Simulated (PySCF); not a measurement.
**Eu(NH2)2 at several levels of theory**

Computed with PySCF 2.14.0 (density fitting, no spin-orbit coupling) at the geometry relaxed with PBE0:

```xyz
7
Eu(NH2)2 (singlet in the valence; each metal's 4f electrons, 7 of them, lie in its core potential, out of spins and levels)
Eu    0.0000   -0.8892   -0.1308
N     1.9346   -0.0257    0.7661
H     2.9198   -0.2181    0.5739
H     1.9588    0.6859    1.5002
N    -1.9346   -0.0257    0.7661
H    -1.9588    0.6859    1.5002
H    -2.9198   -0.2181    0.5739
```

```
level                                              basis    state  HOMO (eV)  gap (eV)  charge on Eu1 (e)  population of f-type functions on Eu1 (polarisation alone where 4f lies in the core)  dipole about the centre of mass (D)  largest force component (eV/Å)
 PBE0  Eu lcecp-0-SVP with ECP53, N def2-SVP, H def2-SVP  singlet          –         –               0.72                                                                                  0.03                                 5.02                            0.00
TPSSh                                           the same  singlet          –         –               0.70                                                                                  0.03                                 4.97                            0.18
 BLYP                                           the same  singlet          –         –               0.55                                                                                  0.02                                 4.61                            0.44
```

In the lcecp rows the 4f levels are missing from HOMO and gap, and the state counts the valence alone.

Charges are Mulliken's, which hang on the basis. The relaxation used the grid (50, 194), these runs (75, 302) or, all-electron (x2c bases, spin-free X2C Hamiltonian), (99, 590).

Problem. What does PBE0 with Eu lcecp-0-TZVP with ECP53, N def2-TZVP, H def2-TZVP give here?

Solution. state singlet, charge on Eu1 (e) 1.16, population of f-type functions on Eu1 (polarisation alone where 4f lies in the core) 0.03, dipole about the centre of mass (D) 5.44, largest force component (eV/Å) 0.31. Time: 6.9 s on 2 threads of Intel(R) Xeon(R) 6975P-C (Granite Rapids), on a shared host, from free ions and atoms.

An lcecp potential fixes the number of 4f electrons, so in runs with it no electron can move into or out of that shell.
